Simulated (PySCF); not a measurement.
vinyl fluoride (C$_{2}$H$_{3}$F), singlet, at a GFN2-xTB geometry; PySCF with DF-B3LYP/def2-TZVPD.

PySCF was given this input:
```python
from pyscf import gto, scf, dft
import numpy

mol = gto.Mole()
mol.atom = '''
    C    -0.000238    0.434500    0.000818
    C     1.180883   -0.142518   -0.007434
    F    -1.138499   -0.276021    0.006390
    H    -0.195829    1.497287    0.004003
    H     1.281838   -1.213290   -0.010060
    H     2.076615    0.448298   -0.011760
'''
mol.basis = 'def2-tzvpd'
mol.charge = 0
mol.spin = 0
mol.verbose = 4
mol.build()
print('smallest overlap eigenvalue', numpy.linalg.eigvalsh(mol.intor('int1e_ovlp'))[0])

mf = dft.RKS(mol)
mf.xc = 'b3lyp'
mf = mf.density_fit(auxbasis='def2-universal-jkfit')
mf = scf.addons.remove_linear_dep_(mf, threshold=1e-8, lindep=1e-8)
mf.kernel()
```

What the program printed (banner, timings and long lists left out):

```
PySCF version 2.14.0

[INPUT] verbose = 4
[INPUT] num. atoms = 6
[INPUT] num. electrons = 24
[INPUT] charge = 0
[INPUT] spin (= nelec alpha-beta = 2S) = 0
[INPUT] symmetry False subgroup None
[INPUT] Mole.unit = angstrom
[INPUT] Symbol           X                Y                Z      unit          X                Y                Z       unit  Magmom
[INPUT]  1 C     -0.000238000000   0.434500000000   0.000818000000 AA   -0.000449754818   0.821086001124   0.001545795970 Bohr   0.0
[INPUT]  2 C      1.180883000000  -0.142518000000  -0.007434000000 AA    2.231545455155  -0.269319987821  -0.014048224010 Bohr   0.0
[INPUT]  3 F     -1.138499000000  -0.276021000000   0.006390000000 AA   -2.151451303091  -0.521604094629   0.012075349936 Bohr   0.0
[INPUT]  4 H     -0.195829000000   1.497287000000   0.004003000000 AA   -0.370063177247   2.829462359872   0.007564573677 Bohr   0.0
[INPUT]  5 H      1.281838000000  -1.213290000000  -0.010060000000 AA    2.422322756060  -2.292785809674  -0.019010644813 Bohr   0.0
[INPUT]  6 H      2.076615000000   0.448298000000  -0.011760000000 AA    3.924233616164   0.847160442190  -0.022223179225 Bohr   0.0

nuclear repulsion = 67.7906976722994
number of shells = 55
number of NR pGTOs = 192
number of NR cGTOs = 141
basis = def2-tzvpd
ecp = {}
input.py:23: DeprecationWarning: remove_linear_dep_ is deprecated and will be removed in a future release. Linear dependency handling is now built into the SCF procedure by default. Linear dependency removal can be controlled using the following settings:
  pyscf.scf.hf.remove_overlap_zero_eigenvalue = True
  pyscf.scf.hf.overlap_zero_eigenvalue_threshold = 1e-6

  mf = scf.addons.remove_linear_dep_(mf, threshold=1e-8, lindep=1e-8)
smallest overlap eigenvalue 1.1648423844471136e-05

******** <class 'pyscf.df.df_jk.DFRKS'> ********
method = DFRKS
initial guess = minao
damping factor = 0
level_shift factor = 0
DIIS = <class 'pyscf.scf.diis.CDIIS'>
diis_start_cycle = 1
diis_space = 8
diis_damp = 0
SCF conv_tol = 1e-09
SCF conv_tol_grad = None
SCF max_cycles = 50
direct_scf = False
XC library pyscf.dft.libxc version 7.1.2
    S. Lehtola, C. Steigemann, M. J. T. Oliveira, and M. A. L. Marques,  SoftwareX 7, 1–5 (2018)
XC functionals = b3lyp
    P. J. Stephens, F. J. Devlin, C. F. Chabalowski, and M. J. Frisch,  J. Phys. Chem. 98, 11623 (1994)
radial grids:
    Treutler-Ahlrichs [JCP 102, 346 (1995); DOI:10.1063/1.469408] (M4) radial grids

becke partition: Becke, JCP 88, 2547 (1988); DOI:10.1063/1.454033
pruning grids: <function nwchem_prune>
grids dens level: 3
symmetrized grids: False
atomic radii adjust function: <function treutler_atomic_radii_adjust>
small_rho_cutoff = 0
Set gradient conv threshold to 3.16228e-05
Initial guess from minao.
tot grids = 71928
******** <class 'pyscf.df.df.DF'> ********
auxbasis = def2-universal-jkfit
init E= -178.129575140365
  HOMO = -0.305254275297177  LUMO = -0.0562150503460899  gap/eV = 6.77670
cycle= 1 E= -177.862063969125  delta_E= 0.268  |g|= 0.499  |ddm|= 1.85
  HOMO = -0.23123115889118  LUMO = 0.013765582759105  gap/eV = 6.66670
cycle= 2 E= -177.815407103267  delta_E= 0.0467  |g|= 0.726  |ddm|= 0.91
  HOMO = -0.269979275825751  LUMO = 0.00119723207068908  gap/eV = 7.37909
cycle= 3 E= -177.905767367735  delta_E= -0.0904  |g|= 0.0721  |ddm|= 0.464
  HOMO = -0.282374988237319  LUMO = -0.00876680988244623  gap/eV = 7.44526
cycle= 4 E= -177.906850506507  delta_E= -0.00108  |g|= 0.024  |ddm|= 0.0712
  HOMO = -0.278396976010185  LUMO = -0.00517499819439862  gap/eV = 7.43475
cycle= 5 E= -177.906985370459  delta_E= -0.000135  |g|= 0.00484  |ddm|= 0.0212
  HOMO = -0.278563411658315  LUMO = -0.00529498185417865  gap/eV = 7.43601
cycle= 6 E= -177.906987375207  delta_E= -2e-06  |g|= 0.00312  |ddm|= 0.0056
  HOMO = -0.278673337626973  LUMO = -0.00536974912692756  gap/eV = 7.43697
cycle= 7 E= -177.90698955453  delta_E= -2.18e-06  |g|= 0.000137  |ddm|= 0.00212
  HOMO = -0.278667745464148  LUMO = -0.005363669949066  gap/eV = 7.43698
cycle= 8 E= -177.906989559525  delta_E= -4.99e-09  |g|= 5.32e-05  |ddm|= 0.000402
  HOMO = -0.278668610712568  LUMO = -0.00536423422097605  gap/eV = 7.43699
cycle= 9 E= -177.906989560272  delta_E= -7.48e-10  |g|= 7.88e-06  |ddm|= 0.000121
  HOMO = -0.27866896780364  LUMO = -0.00536464514341244  gap/eV = 7.43699
Extra cycle  E= -177.906989560246  delta_E= 2.62e-11  |g|= 1.29e-05  |ddm|= 1.9e-05
converged SCF energy = -177.906989560246
```
